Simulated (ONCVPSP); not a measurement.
# Bi (Z = 83) ONCV: all-electron and pseudo phase curves

* Element: Bi
* Generator: ONCVPSP 4.0.1
* Type: optimised norm-conserving Vanderbilt (ONCV)
* Functional: PBEsol
* Relativity: scalar-relativistic
* Frozen core: [Kr] 4d10 4f14
* Valence charge: 23
* Reference configuration: 5s2 5p6 5d10 6s2 6p1 (charge +2)
* Partial waves: 5s+6s: rc 1.55 bohr, ncon 5, nbas 8, qcut 10.2 1/bohr, 2 projectors; 5p+6p: rc 1.60 bohr, ncon 4, nbas 7, qcut 10.4 1/bohr, 2 projectors; 5d: rc 1.65 bohr, ncon 3, nbas 7, qcut 9.3 1/bohr, 2 projectors, debl 2.8 Ha
* Local potential: polynomial inside 1.30 bohr (lpopt 3, dvloc0 2 Ha)
* Core correction: polynomial model core, fcfact 0.4

The phase is arctan(r·R′/R) of the radial function R(r), unwrapped; energies in Ha, scanned from -8 to 5 Ha. A pole is an energy at which the radial function vanishes at the test radius. The pseudo phase is shifted by a multiple of π to meet the all-electron one at the reference energy, and phase errors are pseudo minus all-electron; the curves can meet again beyond the range given. Levels narrower than the energy grid can be missing from the lists of poles.

Q: For each channel, where are the poles, and over which energies does the pseudopotential scatter like the atom?

A:

| channel | radius (bohr) | reference energy (Ha) | poles, all-electron | poles, pseudo | unbroken range about the reference energy with phases within 0.05 rad | phase error 1 Ha above the reference energy (rad) |
| --- | --- | --- | --- | --- | --- | --- |
| s | 1.57 | -1.13 | -6.25, 4.65 | -6.25, 4.62 | the whole range | -0.000 |
| p | 1.62 | -0.71 | -3.81 | -3.81 | the whole range | -0.000 |
| d | 1.68 | -1.64 | -0.82 | -0.82 | the whole range | -0.000 |

Phases in the d channel:

| E (Ha) | all-electron | pseudo |
| --- | --- | --- |
| -7.96 | 1.373 | 1.373 |
| -7.24 | 1.358 | 1.358 |
| -6.52 | 1.339 | 1.339 |
| -5.80 | 1.313 | 1.313 |
| -5.08 | 1.277 | 1.277 |
| -4.36 | 1.222 | 1.222 |
| -3.64 | 1.119 | 1.118 |
| -2.92 | 0.846 | 0.846 |
| -2.20 | -0.366 | -0.366 |
| -1.48 | -1.343 | -1.343 |
| -0.76 | -1.585 | -1.585 |
| -0.04 | -1.716 | -1.716 |
| 0.68 | -1.843 | -1.843 |
| 1.40 | -2.042 | -2.042 |
| 2.12 | -2.528 | -2.528 |
| 2.84 | -3.612 | -3.613 |
| 3.56 | -4.212 | -4.213 |
| 4.28 | -4.427 | -4.428 |
| 5.00 | -4.532 | -4.533 |
